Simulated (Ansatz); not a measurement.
Ansatz (a first-principles code) input (r2SCAN0/def2-TZVPD):

Ansatz 0.2 input:
```yaml
crystal:
  periodic: [false, false, false]
  atoms:
    - {symbol: Cl, position_ang: [1.52002822, -1.45655364, 2.06251915]}
    - {symbol: Si, position_ang: [1.77454451, -0.36440671, 0.35927945]}
    - {symbol: Cl, position_ang: [3.55686309, -0.88844878, -0.49742170]}
    - {symbol: Cl, position_ang: [1.82254049, 1.62144492, 0.82161060]}
    - {symbol: C, position_ang: [0.40902669, -0.72724813, -0.84388053]}
    - {symbol: Ge, position_ang: [-1.32820500, 0.09598576, -0.51477081]}
    - {symbol: Cl, position_ang: [-2.85039906, -1.03768575, -1.52866978]}
    - {symbol: Cl, position_ang: [-1.36738196, 2.09654769, -1.29285063]}
    - {symbol: Cl, position_ang: [-1.84362249, 0.16997901, 1.56591044]}
    - {symbol: H, position_ang: [0.70917777, -0.39003687, -1.83803325]}
    - {symbol: H, position_ang: [0.24911802, -1.80614296, -0.88459795]}
basis:
  gaussian:
    orbitals: def2-TZVPD
hamiltonian:
  xc: {name: r2SCAN0}
output: {forces: true}
```

End of the output:

```
integrals: 1.34 GiB planned
2846 factors; their error is unknown
0.62 GiB of the device are held for the grids
5.29 GiB of device memory are held for the factors and their scratch space
mean field: 5.17 GiB planned
mean field evaluation 1: about -140600.2381 eV, gradient 5.1e1 eV
mean field evaluation 2: about -140598.4432 eV, gradient 5.7e1 eV
mean field evaluation 4: about -140605.5140 eV, gradient 2.4e0 eV
mean field evaluation 8: about -140605.5216 eV, gradient 5.5e-2 eV
mean field evaluation 16: about -140605.9239 eV, gradient 1.8e-4 eV
mean field -140605.92393148 eV, -5167.1723983636 hartree, gradient 3.1e-5 eV, S^2 0.000000; 0 other end points of the search recorded, 0 dependent functions left out
the calculation of the forces begins
reference -140605.92396465 eV, -5167.1723995824 hartree; 78, 78 occupied and 350, 350 virtual orbitals, 2846 factors
Total energy: -140605.92396465 eV, -5167.1723995824 hartree
Atom 0 at     1.520028    -1.456554     2.062519 Å, force     0.070381     0.180308    -0.277352 eV/Å
Atom 1 at     1.774545    -0.364407     0.359279 Å, force     0.088193     0.014305     0.071265 eV/Å
Atom 2 at     3.556863    -0.888449    -0.497422 Å, force    -0.296964     0.090799     0.157761 eV/Å
Atom 3 at     1.822540     1.621445     0.821611 Å, force     0.013518    -0.330222    -0.066425 eV/Å
Atom 4 at     0.409027    -0.727248    -0.843881 Å, force    -0.157313     0.130709     0.116899 eV/Å
Atom 5 at    -1.328205     0.095986    -0.514771 Å, force    -0.114609     0.058155     0.007757 eV/Å
Atom 6 at    -2.850399    -1.037686    -1.528670 Å, force     0.335339     0.269558     0.234081 eV/Å
Atom 7 at    -1.367382     2.096548    -1.292851 Å, force    -0.019681    -0.452793     0.171846 eV/Å
Atom 8 at    -1.843622     0.169979     1.565910 Å, force     0.087845    -0.008227    -0.476625 eV/Å
Atom 9 at     0.709178    -0.390037    -1.838033 Å, force    -0.017554    -0.015440     0.057274 eV/Å
Atom 10 at     0.249118    -1.806143    -0.884598 Å, force     0.010845     0.062848     0.003520 eV/Å
Dipole moment:     0.196841    -0.217731    -0.209398 e Å
```
